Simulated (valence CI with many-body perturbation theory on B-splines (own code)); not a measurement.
Pt45+: electric-dipole lines

Calculated by relativistic CI+MBPT: five valence electrons over a frozen Dirac-Fock core [Ar] 3d10, radial functions for each j: 9 s, 9 p, 8 d, 6 f, 3 g, 1 h, with the one-electron correlation potential Σ1, the two-electron term Σ2, the three-electron term Σ3, Breit, model QED; selected CI, second order for the rest (own B-spline code, finite nucleus).

The last digits are not significant, and no measured levels were compared; by estimate large intervals hold to a few tenths of a per cent, small ones and those within an open d or f shell to about a per cent. Among the levels kept, up to 360 cm⁻¹ of a level comes from second order outside the variational space, and about a tenth of that is noise between levels of different J, which matters for small intervals.

Lines 51 to 100 of 215 in falling wavelength, among levels below 453.94 eV, chosen from the strongest by gf and those to the six lowest levels. Wavelengths and rates use the calculated energies. Electric multipoles are in the length gauge, E1 and E2 with the static RPA response of the core. Weak lines are less certain than strong ones. Lines between different terms over intervals too small for the method are left out, as are lines whose strength nearly cancels. The highest levels of a list are the least certain.

Levels are named by their leading jj configuration (3d3/2^4 stands for four electrons in 3d with j = 3/2), which in mixed levels can hold well under half, so a name can repeat and another be missing. Letters in brackets count levels of one name in rising energy.

| λ vac (Å) | Upper | Lower | A (s⁻¹) | log gf | Branch % |
| --- | --- | --- | --- | --- | --- |
| 111.1 | (4s 4p1/2^2 4p3/2^2) J=1/2 | (4s^2 4p1/2 4p3/2^2) J=1/2 | 3.33e+10 | -0.91 | 8.4 |
| 111.1 | (4s 4p1/2 4p3/2^3) J=5/2 | (4s^2 4p3/2^3) J=3/2 | 1.77e+10 | -0.71 | 2.4 |
| 109.8 | (4s 4p1/2^2 4p3/2 4d5/2) J=3/2 [b] | (4s^2 4p1/2 4p3/2 4d5/2) J=3/2 [b] | 1.95e+10 | -0.85 | 2.4 |
| 109.2 | (4s 4p1/2^2 4p3/2 4d5/2) J=3/2 [a] | (4s^2 4p1/2 4p3/2 4d5/2) J=5/2 [a] | 2.55e+10 | -0.74 | 9.8 |
| 109.1 | (4s 4p1/2^2 4p3/2^2) J=3/2 | (4s^2 4p1/2 4p3/2^2) J=1/2 | 4.83e+05 | -5.46 | 0.0 |
| 107.1 | (4s 4p1/2^2 4p3/2 4d5/2) J=7/2 [a] | (4s^2 4p1/2 4p3/2 4d5/2) J=9/2 | 1.23e+10 | -0.77 | 3.4 |
| 106.5 | (4s^2 4p1/2^2 4f7/2) J=7/2 | (4s^2 4p1/2 4p3/2 4d3/2) J=5/2 [a] | 1.52e+09 | -1.68 | 1.0 |
| 106.4 | (4s 4p1/2^2 4p3/2 4d5/2) J=3/2 [a] | (4s^2 4p1/2 4p3/2 4d5/2) J=3/2 [a] | 7.95e+09 | -1.27 | 3.1 |
| 105.1 | (4s 4p1/2^2 4p3/2 4d5/2) J=5/2 [b] | (4s^2 4p1/2 4p3/2 4d5/2) J=7/2 [b] | 3.34e+10 | -0.48 | 3.3 |
| 105.0 | (4s 4p1/2^2 4p3/2 4d5/2) J=5/2 [b] | (4s^2 4p1/2 4p3/2 4d5/2) J=5/2 [b] | 1.07e+10 | -0.97 | 1.1 |
| 103.1 | (4s 4p1/2^2 4p3/2 4d3/2) J=3/2 [b] | (4s^2 4p1/2 4p3/2 4d3/2) J=1/2 [a] | 4.85e+09 | -1.51 | 1.2 |
| 102.9 | (4s 4p1/2^2 4p3/2 4d3/2) J=3/2 [b] | (4s^2 4p1/2 4p3/2 4d3/2) J=3/2 [a] | 2.41e+09 | -1.82 | 0.6 |
| 102.4 | (4s 4p1/2^2 4p3/2^2) J=3/2 | (4s^2 4p1/2 4p3/2^2) J=5/2 | 3.98e+10 | -0.60 | 5.2 |
| 102.4 | (4s 4p1/2^2 4p3/2 4d3/2) J=3/2 [b] | (4s^2 4p1/2 4p3/2 4d3/2) J=5/2 [a] | 2.01e+10 | -0.90 | 5.1 |
| 101.3 | (4s 4p1/2^2 4p3/2 4d5/2) J=7/2 [a] | (4s^2 4p1/2 4p3/2 4d5/2) J=7/2 [a] | 6.28e+09 | -1.11 | 1.7 |
| 101.1 | (4s 4p1/2 4p3/2^3) J=1/2 | (4s^2 4p3/2^3) J=3/2 | 2.96e+10 | -1.04 | 2.0 |
| 100.4 | (4s 4p1/2^2 4p3/2 4d5/2) J=7/2 [b] | (4s^2 4p1/2 4p3/2 4d5/2) J=9/2 | 2.55e+10 | -0.51 | 3.0 |
| 100.4 | (4s 4p1/2 4p3/2^3) J=3/2 [b] | (4s^2 4p3/2^3) J=3/2 | 2.46e+10 | -0.83 | 1.7 |
| 99.27 | (4s 4p1/2^2 4p3/2^2) J=1/2 | (4s^2 4p1/2 4p3/2^2) J=3/2 | 4.62e+07 | -3.87 | 0.0 |
| 98.41 | (4s 4p1/2^2 4p3/2 4d3/2) J=5/2 [b] | (4s^2 4p1/2 4p3/2 4d3/2) J=7/2 | 3.69e+10 | -0.49 | 3.4 |
| 97.70 | (4s 4p1/2^2 4p3/2^2) J=3/2 | (4s^2 4p1/2 4p3/2^2) J=3/2 | 1.36e+10 | -1.11 | 1.8 |
| 96.36 | (4s 4p1/2^2 4p3/2 4d3/2) J=1/2 [b] | (4s^2 4p1/2 4p3/2 4d3/2) J=1/2 [a] | 5.99e+09 | -1.78 | 0.8 |
| 96.19 | (4s 4p1/2^2 4p3/2 4d3/2) J=1/2 [b] | (4s^2 4p1/2 4p3/2 4d3/2) J=3/2 [a] | 2.87e+10 | -1.10 | 4.0 |
| 95.89 | (4s 4p1/2^2 4p3/2 4d5/2) J=3/2 [b] | (4s^2 4p1/2 4p3/2 4d5/2) J=5/2 [a] | 8.65e+09 | -1.32 | 1.1 |
| 95.34 | (4s 4p1/2^2 4p3/2 4d5/2) J=7/2 [b] | (4s^2 4p1/2 4p3/2 4d5/2) J=7/2 [a] | 1.13e+10 | -0.91 | 1.3 |
| 94.34 | (4s 4p1/2^2 4p3/2 4d3/2) J=5/2 [b] | (4s^2 4p1/2 4p3/2 4d3/2) J=3/2 [a] | 3.22e+09 | -1.59 | 0.3 |
| 92.01 | (4s 4p1/2^2 4p3/2 4d5/2) J=5/2 [b] | (4s^2 4p1/2 4p3/2 4d5/2) J=3/2 [a] | 2.69e+09 | -1.69 | 0.3 |
| 88.41 | (4s^2 4p1/2^2 4f5/2) J=5/2 | (4s 4p1/2^2 4p3/2^2) J=3/2 | 2.36e+09 | -1.78 | 2.5 |
| 86.60 | (4s 4p1/2^2 4p3/2 4d5/2) J=7/2 [a] | (4s^2 4p1/2 4p3/2 4d3/2) J=7/2 | 1.11e+09 | -2.00 | 0.3 |
| 84.06 | (4s 4p1/2^2 4p3/2 4d5/2) J=3/2 [a] | (4s^2 4p1/2 4p3/2 4d3/2) J=5/2 [a] | 2.19e+09 | -2.03 | 0.8 |
| 84.00 | (4s 4p1/2^2 4p3/2 4d3/2) J=5/2 [a] | (4s 4p1/2^2 4p3/2^2) J=3/2 | 2.66e+09 | -1.77 | 5.0 |
| 83.79 | (4s 4p1/2^2 4p3/2 4d3/2) J=3/2 [a] | (4s 4p1/2^2 4p3/2^2) J=3/2 | 4.82e+09 | -1.69 | 6.1 |
| 83.72 | (4s 4p1/2^2 4p3/2 4d3/2) J=1/2 [a] | (4s 4p1/2^2 4p3/2^2) J=3/2 | 9.51e+09 | -1.70 | 24.1 |
| 82.67 | (4s 4p1/2^2 4p3/2 4d3/2) J=3/2 [a] | (4s 4p1/2^2 4p3/2^2) J=1/2 | 5.85e+09 | -1.62 | 7.4 |
| 82.60 | (4s 4p1/2^2 4p3/2 4d3/2) J=1/2 [a] | (4s 4p1/2^2 4p3/2^2) J=1/2 | 5.02e+09 | -1.99 | 12.7 |
| 80.11 | (4s^2 4p1/2 4p3/2 4d3/2) J=3/2 [a] | (4s^2 4p1/2 4p3/2^2) J=1/2 | 3.39e+09 | -1.88 | 3.7 |
| 80.00 | (4s^2 4p1/2 4p3/2 4d3/2) J=1/2 [a] | (4s^2 4p1/2 4p3/2^2) J=1/2 | 2.92e+09 | -2.25 | 21.4 |
| 76.69 | (4s^2 4p1/2 4p3/2 4d3/2) J=5/2 [a] | (4s^2 4p1/2 4p3/2^2) J=5/2 | 9.72e+09 | -1.29 | 76.2 |
| 76.68 | (4s 4p1/2^2 4p3/2 4d3/2) J=3/2 [b] | (4s 4p1/2^2 4p3/2^2) J=3/2 | 1.25e+10 | -1.36 | 3.2 |
| 76.44 | (4s^2 4p1/2 4p3/2 4d3/2) J=3/2 [a] | (4s^2 4p1/2 4p3/2^2) J=5/2 | 1.06e+10 | -1.43 | 11.5 |
| 75.73 | (4s 4p1/2^2 4p3/2 4d3/2) J=3/2 [b] | (4s 4p1/2^2 4p3/2^2) J=1/2 | 2.99e+09 | -1.99 | 0.8 |
| 75.48 | (4s 4p1/2^2 4p3/2 4d3/2) J=7/2 | (4s 4p1/2^2 4p3/2^2) J=5/2 | 1.39e+09 | -2.02 | 2.5 |
| 75.34 | (4s 4p1/2^2 4p3/2 4d3/2) J=5/2 [a] | (4s 4p1/2^2 4p3/2^2) J=5/2 | 1.73e+10 | -1.05 | 32.3 |
| 75.17 | (4s 4p1/2^2 4p3/2 4d3/2) J=3/2 [a] | (4s 4p1/2^2 4p3/2^2) J=5/2 | 2.77e+10 | -1.03 | 35.0 |
| 74.80 | (4s 4p1/2^2 4p3/2 4d5/2) J=5/2 [b] | (4s^2 4p1/2 4p3/2 4d3/2) J=5/2 [a] | 1.23e+09 | -2.21 | 0.1 |
| 74.00 | (4s^2 4p1/2 4p3/2 4d3/2) J=5/2 [a] | (4s^2 4p1/2 4p3/2^2) J=3/2 | 9.30e+07 | -3.34 | 0.7 |
| 73.96 | (4s^2 4p1/2 4p3/2 4d3/2) J=7/2 | (4s^2 4p1/2 4p3/2^2) J=5/2 | 8.87e+08 | -2.24 | 100.0 |
| 73.77 | (4s^2 4p1/2 4p3/2 4d3/2) J=3/2 [a] | (4s^2 4p1/2 4p3/2^2) J=3/2 | 6.20e+09 | -1.69 | 6.7 |
| 73.67 | (4s^2 4p1/2 4p3/2 4d3/2) J=1/2 [a] | (4s^2 4p1/2 4p3/2^2) J=3/2 | 7.34e+09 | -1.92 | 53.9 |
| 73.66 | (4s^2 4p1/2^2 4d3/2) J=3/2 | (4s^2 4p1/2^2 4p3/2) J=3/2 | 1.92e+10 | -1.21 | 99.9 |
